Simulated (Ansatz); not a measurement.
C2H9NOSi can be A, `COC(N)[SiH3]`, or B, `CC(O)N[SiH3]`.

Program: Ansatz. Geometries: PBE0-D4/def2-TZVP. ΔE: electronic, gas phase. CCSD(T)/CBS is the MP2 limit (def2-TZVPP, def2-QZVPP) plus CCSD(T) − MP2 in def2-TZVPP, frozen cores. DFT in def2-TZVPP. B3LYP here is the variant with VWN-RPA as its local correlation; programs differ in this. Each species was taken in one conformer, which may not be the lowest.

Q: Which is lower in electronic energy at CCSD(T)/CBS, and by how much? (Estimate.)

A: Ansatz gave: B, by 135.0 kJ/mol.

Q: Give E(B) − E(A) in kJ/mol with HF/def2-TZVPP, PBE0-D4, CCSD/def2-TZVPP, MP2/def2-TZVPP, r2SCAN-D4, ωB97M-V, B3LYP-D4. (Estimate.)

A: Computed: HF/def2-TZVPP -139.6, PBE0-D4 -126.9, CCSD/def2-TZVPP -134.7, MP2/def2-TZVPP -139.9, r2SCAN-D4 -129.3, ωB97M-V -130.5, B3LYP-D4 -125.5. None reverses the order clearly.

Largest T1 diagnostic: 0.012.

From PBE to PBE0 (25 % exact exchange), in def2-TZVPP and without D4, E(B) − E(A) moves by −8.6 kJ/mol.
